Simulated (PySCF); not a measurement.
Compound: CH₁₀SSi₃.
Geometry (PBE0-D3(BJ)/def2-SVP, Å), atoms numbered from 1 in this order:
```
atom  x, y, z in Å
C1     2.6880   -0.0778   -0.4108
S2     1.2329   -0.9673   -1.0532
Si3   -0.2558   -0.4481    0.4098
Si4   -2.2049   -1.5512   -0.2832
Si5   -0.6175    1.8716    0.4359
H6     2.9616   -0.4329    0.5927
H7     3.5155   -0.2929   -1.1006
H8     2.5211    1.0083   -0.3885
H9     0.1533   -0.9111    1.7775
H10   -3.3210   -1.2298    0.6591
H11   -1.9955   -3.0304   -0.3109
H12   -2.5740   -1.0765   -1.6513
H13    0.6471    2.6142    0.7341
H14   -1.1186    2.2995   -0.9059
H15   -1.6331    2.2335    1.4739
```

Computed with PySCF at CAM-B3LYP/def2-SVPD, non-relativistic, on one gas-phase PBE0-D3(BJ)/def2-SVP geometry that isn't relaxed in the solvent. The solvent is an IEF-PCM continuum (van der Waals radii × 1.2). Specific hydrogen bonds and non-electrostatic terms are outside this model.

Gas phase at CAM-B3LYP/def2-SVPD: HOMO -8.09 eV, LUMO 0.50 eV, dipole 1.35 D.

Question: What does the continuum do to the energy, the frontier levels and the dipole at CAM-B3LYP/def2-SVPD in chloroform?

Answer: 
```csv
solvent,ε,E(solvent) − E(gas) (kcal/mol),polarisation term (kcal/mol),distortion of the solute (kcal/mol),HOMO (eV),LUMO (eV),dipole (D)
chloroform,4.711,-1.68,-1.90,0.22,-8.08,0.60,1.81
```

The polarisation term is half the interaction of the solute with the surface charges that it induces; the rest is the cost of distorting the solute's density. The sum is the electrostatic part of solvation alone.

Question: Which radius a makes the point-dipole formula ΔE = −[(ε − 1)/(2ε + 1)]·μ²/a³ give the value in chloroform, with the gas-phase dipole?

Answer: μ = 0.530 au and |ΔE| = 0.00267 Eh give a = 1.77 Å; the farthest nucleus lies 3.70 Å from the centroid of the nuclei, so such a sphere wouldn't even hold the nuclei. The formula assumes a rigid point dipole at the centre of a sphere.

Question: Give the dipole vector in the frame of the coordinates (D, pointing from negative to positive charge), gas and chloroform.

Answer: Gas (0.70, 0.69, 0.92), solvent (0.86, 0.96, 1.27). Its length changes by +34 % and its direction by 3°.

Question: How does the static polarisability (CAM-B3LYP/def2-SVPD, frozen core, with the continuum's full static response) change?

Answer: 
```
    medium  isotropic (au)  principal values (au)  ⟨r²⟩ of the electrons (bohr²)
       gas           125.2    102.5, 130.0, 142.9                         1423.3
chloroform           159.9    134.5, 166.1, 179.1                         1423.1
```

The isotropic value in chloroform is 1.28 times the gas-phase one; no cavity-field correction is applied. ⟨r²⟩ is taken about the centre of nuclear charge.
